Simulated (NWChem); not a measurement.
System: CH3ClO2Si; SMILES O=CO[SiH2]Cl

```xyz
8

O      1.0616    -1.8434     0.3928
C      0.2189    -1.8991    -0.4532
O     -0.7189    -0.9658    -0.6524
Si    -0.8304     0.4096     0.3470
Cl     0.7177     1.6972    -0.0424
H      0.1051    -2.7302    -1.1798
H     -0.8210     0.0119     1.7726
H     -2.1002     1.0376    -0.0785
```
Atoms are numbered in this order, from 1.

The geometry was optimised at PBE0/def2-SVP.

Q: Give the principal values of the shielding tensors (ppm) of O1, C2, O3, Si4, Cl5 from B3LYP/6-31G* (spherical d), GIAO (NWChem), with their diamagnetic and paramagnetic parts as GIAO splits them.

A: 
```
atom     σ11     σ22     σ33  isotropic  diamagnetic  paramagnetic
----  ------  ------  ------  ---------  -----------  ------------
O1    -328.1  -216.5   275.9      -89.6        394.5        -484.1
C2     -48.9    88.1    94.1       44.4        254.7        -210.3
O3      -5.7   178.2   198.3      123.6        395.1        -271.5
Si4    391.4   410.0   426.1      409.2        881.0        -471.8
Cl5    774.7   985.1  1023.1      927.6       1147.9        -220.3
```
